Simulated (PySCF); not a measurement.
SMILES [SiH3]C[SiH2] (CH7Si2), doublet, PBE0/def2-SVP optimised geometry.

```
10

Si    -0.57    -1.69     1.61
C     -1.05     0.13     1.51
Si    -0.40     1.05     0.00
H     -1.03    -2.33     2.89
H     -1.10    -2.47     0.44
H     -2.16     0.20     1.51
H     -0.69     0.64     2.42
H     -0.87     2.47     0.00
H     -0.87     0.39    -1.26
H      1.10     1.05     0.00
```

Density from unrestricted PBE0/def2-TZVP (PySCF) at that geometry.

Minimum of the electron density along straight lines between bonded atoms, close to the bond critical point (lines longer than 1.1 times the sum of covalent radii, or with two minima, are not listed):

```csv
bond,length / Å,ρ at the minimum / e bohr⁻³,∇²ρ there / e bohr⁻⁵,position (fraction from the first atom)
Si1–C2,1.886,0.116,0.17,0.39
C2–Si3,1.885,0.116,0.18,0.61
Si1–H4,1.498,0.118,0.14,0.49
Si1–H5,1.498,0.118,0.14,0.49
C2–H6,1.106,0.260,-0.83,0.64
C2–H7,1.103,0.263,-0.84,0.64
Si3–H8,1.496,0.119,0.15,0.49
Si3–H9,1.496,0.119,0.15,0.49
Si3–H10,1.495,0.119,0.15,0.49
```
